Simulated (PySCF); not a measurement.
Cd(Et) (C2H5Cd), SMILES [Cd][CH2]C (connectivity only; charge and spin as stated), neutral, multiplicity 2.

Geometry optimised at B3LYP-D3(BJ)/def2-TZVP. The spin state was assumed, not searched. The isomer is the one that the SMILES or the coordinates give; other isomers of the formula were not compared. The def2 effective core potentials stand for the cores of Cd; spin–orbit coupling is left out.

All values below come from TDA-M06-2X/def2-SVPD (PySCF).

Vertical excitations. Gas-phase values at a fixed geometry.

Computed excitation energies, oscillator strengths and character:
```
state    energy (eV)  λ (nm)      f                                                                     main pairs
-------  -----------  ------  -----  -----------------------------------------------------------------------------
root 1          3.02     411  0.058                                                               α HOMO→LUMO 92 %
root 2          3.05     407  0.061                                                             α HOMO→LUMO+1 93 %
root 3          3.06     405  0.112                                           α HOMO→LUMO+2 11 %, β HOMO→LUMO 78 %
root 4          4.83     257  0.145                     α HOMO−1→LUMO 15 %, α HOMO→LUMO+2 11 %, β HOMO→LUMO+1 62 %
root 5          4.85     256  0.448                       α HOMO→LUMO+2 70 %, β HOMO→LUMO 10 %, β HOMO→LUMO+1 10 %
root 6          4.90     253  0.087                                       α HOMO−1→LUMO+1 18 %, β HOMO→LUMO+2 73 %
root 7          5.82     213  0.314                                                             α HOMO→LUMO+3 71 %
root 8          5.96     208  0.000                                                             β HOMO−1→LUMO 89 %
root 9          6.11     203  0.166  α HOMO−1→LUMO 49 %, α HOMO→LUMO+4 8 %, β HOMO→LUMO+3 19 %, β HOMO→LUMO+1 12 %
root 10         6.17     201  0.092                                         α HOMO−1→LUMO 21 %, β HOMO→LUMO+3 57 %
```
Unrestricted roots are not spin-pure.
